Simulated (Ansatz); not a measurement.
`[GaH2][SbH][SeH]`. The species carries charge 0 and has multiplicity 1. Correlated methods include outer-core shells of Ga, Sb, Se, which these sets cover unevenly. Scalar relativity is left out up to krypton. Sb takes the def2 core potential.

```xyz
7

Ga   -0.574   -0.773    1.366
Sb    0.460    1.249    0.054
Se    1.059   -0.214   -1.967
H    -1.570   -0.457    2.540
H    -0.177   -2.248    1.002
H    -1.137    1.632   -0.448
H     1.939    0.810   -2.546
```

(1) Give the diagnostics of a CCSD(T)/def2-TZVPP run (frozen core, Ansatz). (An estimate is asked.)

Results:

(1) Computed: T1 = 0.0124, largest single amplitude 0.023, largest double 0.043, (T) share of the correlation energy 3.5 %, 10 CCSD cycles. The RHF solution is stable towards an unrestricted one. T1 lies under the customary mark of 0.02 for closed shells.
